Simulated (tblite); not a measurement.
C₇H₆FO₂ (doublet state).
Numbering: `[CH3:1][CH2:2][c:3]1[cH:4][c:5](=[O:6])[o:7][c:8][c:9]1[F:10]` (hydrogens: H11, H12, H13 on C1; H14, H15 on C2; H16 on C4)

Structure used (GFN2-xTB), in Å, numbered top down from 1:
```
atom  x, y, z in Å
C1    -2.094    0.296    0.498
C2    -1.223   -0.589   -0.396
C3     0.227   -0.290   -0.162
C4     0.955    0.532   -0.967
C5     2.327    0.860   -0.730
O6     3.064    1.563   -1.359
O7     2.847    0.232    0.442
C8     2.154   -0.536    1.186
C9     0.862   -0.859    0.984
F10    0.174   -1.676    1.795
H11   -3.144    0.093    0.303
H12   -1.899    1.348    0.301
H13   -1.894    0.095    1.547
H14   -1.420   -1.637   -0.163
H15   -1.462   -0.407   -1.445
H16    0.519    0.986   -1.843
```

Structure optimised with GFN2-xTB, isolated species. This method treats the open shell by occupation alone, without spin polarisation.

Masses are those of the commonest isotopes; rigid-rotor values at the optimised geometry. The values belong to one conformer with, in the numbering `[CH3:1][CH2:2][c:3]1[cH:4][c:5](=[O:6])[o:7][c:8][c:9]1[F:10]`, C1–C2–C3–C4 -98°, C3–C4–C5–O6 180°, C4–C5–O7–C8 0°, C5–O7–C8–C9 0°, C2–C3–C9–C8 -178°.

Question: Give the principal moments of inertia and the rotational constants in MHz.

Answer: Ia = 215.79, Ib = 483.66, Ic = 656.77 u·Å²; 505379 MHz·u·Å²/I gives A = 2342, B = 1045, C = 769.5 MHz.

Question: Classify the top.

Answer: An asymmetric top; Ray's κ = -0.650.

Question: Is it planar, by Δ = Ic − Ia − Ib?

Answer: Not planar: Δ = Ic − Ia − Ib = -42.68 u·Å². For a rigid frame Δ = −2 Σ m c², so Σ m c² = 21.34 u·Å² lies off the ab plane: 6.81 from hydrogen and 14.53 from heavier atoms. The atom farthest from that plane is 1.43 Å away.

Question: Give the other two planar moments, Paa and Pbb, and the rms extents of the mass along the axes.

Answer: Paa = Σ m a² = (Ib + Ic − Ia)/2 = 462.32 and Pbb = Σ m b² = (Ia + Ic − Ib)/2 = 194.45 u·Å². With the mass M = 141.04 u, the rms extents √(P/M) along a, b and c are 1.81, 1.17, 0.39 Å.

Question: Estimate the classical rotational partition function at 50 K, 298.15 K and 500 K.

Answer: Point group C1, symmetry number σ = 1; q = (√π/σ)·√((kT/h)³/(ABC)), k/h = 20836.6 MHz/K: 43400 at 50 K, 632000 at 298.15 K, 1370000 at 500 K.

For this open shell read J as N, the rotation without spin; fine and hyperfine splittings come on top. Its GFN2-xTB frequencies are all real (lowest 50 cm⁻¹). These are rigid-rotor constants of the computed structure; measured ground-state constants (B0) also hold zero-point vibration.
